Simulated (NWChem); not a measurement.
CH₅O cation; SMILES C[OH2+]

```xyz
7

C     -0.0030    -0.7782     0.0000
O     -0.0643     0.7067     0.0000
H     -0.5396    -1.0906    -0.9020
H     -0.5396    -1.0906     0.9020
H      1.0471    -1.0936     0.0000
H      0.2823     1.1453    -0.8022
H      0.2823     1.1453     0.8022
```
Atoms are numbered in this order, from 1.

Coordinates come from a PBE0/def2-SVP optimisation.

Symmetry labels are those of Cs in the frame above (b1 and b2, or b-type labels, depend on it).

Task: List the 6 lowest vertical singlet excitations and the 6 lowest triplet ones from PBE/6-31+G* (spherical d), full TDDFT (NWChem).

Result: 
```tsv
state	energy (eV)	oscillator strength	symmetry	leading excitation (squared amplitude)
S1	8.31	0.000	a'	HOMO → LUMO (0.99)
S2	9.24	0.001	a"	HOMO−1 → LUMO (1.00)
S3	10.67	0.006	a"	HOMO → LUMO+2 (1.00)
S4	10.82	0.029	a'	HOMO → LUMO+1 (0.99)
S5	11.31	0.040	a'	HOMO−2 → LUMO (0.96)
S6	11.66	0.014	a'	HOMO−1 → LUMO+2 (0.95)
T1	7.84	spin-forbidden	a'	HOMO → LUMO (1.00)
T2	8.86	spin-forbidden	a"	HOMO−1 → LUMO (0.99)
T3	10.16	spin-forbidden	a'	HOMO → LUMO+1 (0.97)
T4	10.40	spin-forbidden	a"	HOMO → LUMO+2 (0.99)
T5	10.67	spin-forbidden	a'	HOMO−2 → LUMO (0.95)
T6	11.13	spin-forbidden	a"	HOMO−1 → LUMO+1 (0.98)
```
